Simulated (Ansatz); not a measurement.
The same ligand exchange along the group F, Cl, Br.

Program: Ansatz. Geometries: PBE0-D4/def2-TZVP. ΔE: electronic, gas phase. CCSD(T)/CBS is the MP2 limit (def2-TZVPP, def2-QZVPP) plus CCSD(T) − MP2 in def2-TZVPP, frozen cores. This one scheme is used for every species. DFT in def2-TZVPP. Elements past krypton have def2 core potentials. For Br, Cd outer-core shells are correlated without core-valence functions, which leaves a few kJ/mol of doubt a bond. Scalar relativity is left out up to krypton. Each species was taken in one conformer, which may not be the lowest.

```csv
reaction,r2SCAN-D4 (eV),HF/CBS(def2) (eV),PBE0-D4 (eV),CCSD/CBS(def2) (eV),CCSD(T)/CBS(def2) (eV)
`[CH3][Cd][F]` + H₂S → `[CH3][Cd][SH]` + H–F,-0.34,-0.33,-0.46,-0.44,-0.45
`[CH3][Cd][Cl]` + H₂S → `[CH3][Cd][SH]` + HCl,0.42,0.59,0.40,0.44,0.41
`[CH3][Cd][Br]` + H₂S → `[CH3][Cd][SH]` + HBr,0.63,0.85,0.63,0.67,0.64
```

Largest T1 diagnostic: 0.014, for `[CH3][Cd][F]`.
